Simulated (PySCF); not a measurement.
Compound: C₆H₆F₂OSi.
SMILES with atom numbers: `[F:1][c:2]1[cH:3][cH:4][c:5]([O:6][SiH3:7])[cH:8][c:9]1[F:10]` (hydrogens: H11 on C3; H12 on C4; H13, H14, H15 on Si7; H16 on C8)

Geometry (PBE0-D3(BJ)/def2-SVP, Å), atoms numbered from 1 in this order:
```xyz
16
C6H6F2OSi angstrom
F      4.4069    0.2718   -0.1704
C      3.0938    0.0709   -0.1187
C      2.5691   -1.2142   -0.1287
C      1.1932   -1.4143   -0.0805
C      0.3282   -0.3168   -0.0213
O     -0.9989   -0.5568    0.0190
Si    -2.2702    0.5420    0.0073
C      0.8559    0.9796   -0.0059
C      2.2311    1.1631   -0.0553
F      2.7322    2.3911   -0.0430
H      3.2613   -2.0569   -0.1771
H      0.7674   -2.4183   -0.0902
H     -2.1927    1.4070   -1.2073
H     -2.2253    1.4037    1.2257
H     -3.4988   -0.2908   -0.0081
H      0.2210    1.8669    0.0445
```

The closed-shell ground state was solved at several levels (PySCF, density fitting, gas phase, non-relativistic).

```tsv
level	basis functions	total energy (Eh)	HOMO (eV)	LUMO (eV)	gap (eV)	dipole (D)
PBE0/pcSseg-1	207	-795.9332	-6.80	-0.66	6.14	2.43
wB97X-D/def2-SVPD	261	-796.0525	-8.58	0.98	9.56	2.54
```

**Question.** Estimate the row for wB97X-D/pcSseg-1, a basis of 207 functions; the other rows only guide the guess.

**Answer.** Total energy -796.4275 Eh, HOMO -8.56 eV, LUMO 1.05 eV, gap 9.61 eV, dipole 2.50 D.

**Question.** Over all these levels, which gives the widest orbital gap and which the narrowest?

**Answer.** wB97X-D/pcSseg-1 (range-separated hybrid) has the widest, 9.61 eV, and PBE0/pcSseg-1 (global hybrid, 25 % exact exchange) the narrowest, 6.14 eV. The two share the basis. From the narrowest to the widest the HOMO moves by -1.76 eV and the LUMO by +1.71 eV.

**Question.** How far do the dipole and the HOMO energy spread over the levels?

**Answer.** The dipole runs from 2.43 to 2.54 D (mean 2.49 D) and the HOMO from -8.58 to -6.80 eV.

One conformer stands for the species.

wB97X-D is run here without its empirical dispersion term; that term would change no orbital, density or response property at a fixed geometry.
